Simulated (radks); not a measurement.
Trend from Zr to Cd: ionisation energy by Delta-SCF between NIST ground configurations, and size. Method: Dirac Kohn-Sham, BLYP, spin-unpolarised, spherical densities, point nucleus; open shells fill j = l - 1/2 first; computed with a radial shooting solver on a logarithmic mesh with Libxc functionals.

| species | configuration | configuration of the ion | IE (eV) | NIST (eV) | kind | outermost | <r> outermost (bohr) | r at 0.001 e/bohr^3 (bohr) |
|---|---|---|---|---|---|---|---|---|
| Zr | [Kr] 4d2 5s2 | [Kr] 4d2 5s1 | 7.047 | 6.634 | exp. | 5s1/2 | 3.73 | 5.08 |
| Nb | [Kr] 4d4 5s1 | [Kr] 4d4 | 6.641 | 6.759 | exp. | 5s1/2 | 3.74 | 4.83 |
| Mo | [Kr] 4d5 5s1 | [Kr] 4d5 | 6.914 | 7.092 | exp. | 5s1/2 | 3.60 | 4.72 |
| Tc | [Kr] 4d5 5s2 | [Kr] 4d5 5s1 | 8.105 | 7.119 | exp. | 5s1/2 | 3.31 | 4.76 |
| Ru | [Kr] 4d7 5s1 | [Kr] 4d7 | 7.355 | 7.361 | exp. | 5s1/2 | 3.39 | 4.52 |
| Rh | [Kr] 4d8 5s1 | [Kr] 4d8 | 7.541 | 7.459 | exp. | 5s1/2 | 3.31 | 4.43 |
| Pd | [Kr] 4d10 | [Kr] 4d9 | 8.890 | 8.337 | exp. | 4d5/2 | 1.61 | 4.11 |
| Ag | [Kr] 4d10 5s1 | [Kr] 4d10 | 7.873 | 7.576 | exp. | 5s1/2 | 3.16 | 4.27 |
| Cd | [Kr] 4d10 5s2 | [Kr] 4d10 5s1 | 9.320 | 8.994 | exp. | 5s1/2 | 2.90 | 4.39 |

Reference values: NIST Atomic Spectra Database (exp. = measured, semi-emp. = semi-empirical, theory = theoretical value adopted there). Spin polarisation and multiplet splitting are left out, so open shells lie too high by an amount that depends on their filling.

Beside tabulated values, note that spin-unpolarised runs miss the spin-polarisation part of the exchange energy of open shells.
